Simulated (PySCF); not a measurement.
## [TaCl4]+: one run

[TaCl4]+ (singlet). PySCF 2.14.0, RKS CAM-B3LYP, Ta def2-SVP with ECP60, Cl def2-SVP; non-relativistic Hamiltonian with scalar-relativistic core potentials where named; density fitting; no spin-orbit coupling. Purpose: singlet excitations, Tamm-Dancoff CAM-B3LYP.

```python
mol = gto.M(atom='''
Ta    -0.00000     0.00000    -0.00000
Cl     1.28174     1.28174     1.28174
Cl    -1.28174    -1.28174     1.28174
Cl     1.28174    -1.28174    -1.28174
Cl    -1.28174     1.28174    -1.28174''',
    basis={'Ta': 'def2-SVP', 'Cl': 'def2-SVP'},
    ecp={'Ta': 'def2-SVP'},
    charge=1, spin=0)
mf = dft.RKS(mol, xc='CAMB3LYP')
mf.grids.atom_grid = (50, 194)
mf = mf.density_fit()  # fitting sets: Ta def2-universal-JKFIT, Cl def2-universal-JKFIT
mf.conv_tol = 1e-08; mf.max_cycle = 55
mf.kernel(dm0)  # dm0: converged density of the relaxed state
td = mf.TDA(); td.nstates = 8; td.kernel()
```

Run from Python with OMP_NUM_THREADS=2; the lines above give its settings. Where DIIS fails, smearing, a level shift and second-order steps follow.
It took 41 s on 2 threads of Arm Neoverse V2 (shared host), from an already converged density.

(1) Where do the frontier levels lie, over both spins?

(2) What does the SCF print?

(3) What are the Mulliken charges and spins?

(4) Which singlet excitations follow (Tamm-Dancoff, 8 states)?

The geometry was relaxed with PBE0 (Ta def2-SVP with ECP60, Cl def2-SVP).

## Answers

(1) HOMO -16.52 eV, LUMO -7.78 eV. 

(2) 
```
init E= -1897.19764056966
cycle= 1 E= -1897.19799225935  delta_E= -0.000352  |g|= 0.0759  |ddm|= 0.154
cycle= 2 E= -1897.19354583821  delta_E= 0.00445  |g|= 0.151  |ddm|= 0.218
cycle= 3 E= -1897.19948101248  delta_E= -0.00594  |g|= 0.00384  |ddm|= 0.145
cycle= 4 E= -1897.19948502492  delta_E= -4.01e-06  |g|= 0.000855  |ddm|= 0.00486
cycle= 5 E= -1897.19948531339  delta_E= -2.88e-07  |g|= 0.00017  |ddm|= 0.0015
cycle= 6 E= -1897.19948533043  delta_E= -1.7e-08  |g|= 2.31e-05  |ddm|= 0.000381
cycle= 7 E= -1897.19948533104  delta_E= -6.1e-10  |g|= 4.12e-06  |ddm|= 8.02e-05
Extra cycle  E= -1897.19948533104  delta_E= 3.18e-12  |g|= 6.36e-06  |ddm|= 1.12e-05
converged SCF energy = -1897.19948533104
```

(3) 
| atom | charge (e) | spin (e) |
| --- | --- | --- |
| Ta1 | 0.935 | 0.000 |
| Cl2 | 0.016 | 0.000 |
| Cl3 | 0.016 | 0.000 |
| Cl4 | 0.016 | 0.000 |
| Cl5 | 0.016 | 0.000 |

(4) 
```
state    eV  oscillator strength
    1  5.06               0.0000
    2  5.06               0.0000
    3  5.06               0.0000
    4  5.40               0.0242
    5  5.40               0.0242
    6  5.40               0.0242
    7  5.74               0.0000
    8  5.74               0.0000
```
